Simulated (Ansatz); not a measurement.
Co₂Si₂. Total charge 0; triplet. Geometry PBE-D4/def2-SVP; atoms count from 1.

```
atom   x (Å)   y (Å)   z (Å)
 Co1  -1.203   0.614  -0.006
 Co2   0.998   0.832   0.089
 Si3   0.058  -0.799   1.168
 Si4   0.147  -0.647  -1.251
```

The charge 0 triplet is spin-contaminated (final ⟨S²⟩ up to 3.21, 2.00 for a pure state). The geometry of the triplet was relaxed on an unsound state (⟨S²⟩ 2.48, where a pure state has 2.00). At PBE0-D4/def2-TZVP a quintet of charge 0 lies 0.30 eV below the triplet, each at its own geometry. The structure comes from a short search, and lower isomers may exist.

Q: Estimate the Mulliken populations from the PBE0/def2-TZVP orbitals of Ansatz.

A: 
```json
{"atom": "Co1", "charge (e)": "0.18", "spin (α − β)": "1.80", "d electrons": "7.89"}
{"atom": "Co2", "charge (e)": "0.17", "spin (α − β)": "1.67", "d electrons": "7.89"}
{"atom": "Si3", "charge (e)": "-0.18", "spin (α − β)": "-0.74", "d electrons": "–"}
{"atom": "Si4", "charge (e)": "-0.18", "spin (α − β)": "-0.74", "d electrons": "–"}
```
Mulliken values and Mayer orders depend strongly on the basis.

Q: Where does the spin sit?

A: Summed by element: Co 3.47, Si -1.47, of 2 unpaired in all. Largest on single atoms: Co1 1.80, Co2 1.67, Si3 -0.74.

Q: And the Mayer bond orders between bonded heavy atoms (over 0.3)?

A: Co1–Co2 0.65 (2.21 Å); Co1–Si3 0.94 (2.23 Å); Co1–Si4 0.94 (2.23 Å); Co2–Si3 1.04 (2.17 Å); Co2–Si4 1.04 (2.17 Å); Si3–Si4 1.03 (2.43 Å).
